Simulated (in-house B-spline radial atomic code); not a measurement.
RPA and G0W0 on PBE0: the xenon ion Xe⁸⁺

Configuration [Kr] 4d10, mean-field start PBE0. Computed with an all-electron radial atomic-structure program (B-spline basis): all electrons, scalar-relativistic (spin-free one-electron X2C), finite nucleus, each spin shell either full or empty, empty states to l = 9 with an (l + 1/2)⁻⁴ tail; G0W0 by contour deformation at full frequency.

Command:
```bash
python run_gw.py task.json out
```
Settings (radii: box in bohr, nucleus in fm):
```
Z                        54
electrons                46
configuration            [Kr] 4d10
hamiltonian              x2c
method                   pbe0
lmax                     9
rms_radius               4.7859
spin_polarised           False
box_radius               7.7
intervals                66
```

Run time, properties included: 4.1 s on 1 thread of Arm Neoverse N1, on a shared host.

Energies (hartree):

| term | value |
| --- | --- |
| mean-field total | -7430.56927 |
| Hartree-Fock functional on these orbitals | -7428.27468 |
| direct second order | -4.052 |
| second-order exchange | 1.1235 |
| SOSEX correction | 1.0648 |

Problem. What is the RPA correlation energy, and what remains with SOSEX?

Solution. RPA gives -3.6626 hartree (-2.17 eV per electron); RPA + SOSEX gives -2.5978, and the second-order doubles -2.9285 hartree (no singles). SOSEX takes back 29 % of the RPA value.

Quasi-particle levels (eV):

```csv
level,occupied,mean field,Σx - vxc,Σc,QP weight,G0W0
4d,yes,-171.41,-9.23,?,?,?
5s,no,-111.31,7.37,-2.28,0.986,-106.21
```

G0W0 = mean field + (Σx - vxc) + Σc, with Σc (partial-wave tail included) taken at the quasi-particle energy. Only the outer levels were computed. Levels of low weight are left out.

Problem. Where does G0W0 put 4d?

Solution. At -180.68 eV, with Σc = -0.04 eV and a quasi-particle weight of 0.971. The tabulated removal energy is 179.84 ± 0.12 eV (NIST, measured); the calculation leaves out spin-orbit coupling, Breit and QED terms, and what these don't explain is the method's own error.
